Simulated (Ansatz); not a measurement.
Reaction (atomization): `C[Se][GeH3]` → C• + Ge• + 6 H• + Se•

Program: Ansatz. Geometries: PBE0-D4/def2-TZVP. ΔE: electronic, gas phase. CBS: MP2 limit from def2 TZ/QZ plus the TZ coupled-cluster correction, frozen cores. This one scheme is used for every species, atoms too. DFT in def2-TZVPP. No spin–orbit coupling; open shells (•) take unrestricted orbitals. Spin–orbit coupling would lower the free atoms: a little for C; clearly for Ge, Se. Bonds to Ge, Se are less sure, by a few kJ/mol each and by 10 to 20 or more in all where they break to atoms, as the def2 sets lack core-valence functions. Scalar relativity is left out up to krypton.

```
             level  ΔE (eV)
         CAM-B3LYP    28.14
    MP2/def2-TZVPP    27.77
CCSD(T)/def2-TZVPP    27.89
      HF/CBS(def2)    20.78
```

Task: What does CCSD(T)/CBS give? (Best estimate.)

Result: The calculation gave: +28.49 eV. The listed levels differ from it by -0.35, -0.72, -0.60, -7.71 eV.

Largest T1 diagnostic among the species: 0.010.

At CCSD(T), def2-SVP lies −1.80 eV from the extrapolated value and def2-TZVPP −0.59 eV: correlation converges slowly with the basis, and small sets miss more of it in the bonded molecule than in its fragments. Leaving LDA and LC-ωPBE aside and taking each functional with its dispersion term where it has one, the values, not all of them listed here, spread over 0.77 eV, from BHLYP-D4 to B97M-V. LDA lies +3.78 eV from PBE without D4, its usual overbinding. From PBE to PBE0 (25 % exact exchange), in def2-TZVPP and without D4, ΔE moves by −0.20 eV: exact exchange takes away binding that semilocal exchange gives to molecules.

For atomizations the MP2-based limit and the directly extrapolated one differ by several kJ/mol either way, and by 10 to 25 for some Ge, Se and Sn compounds, so smaller differences from it don't rank the levels.
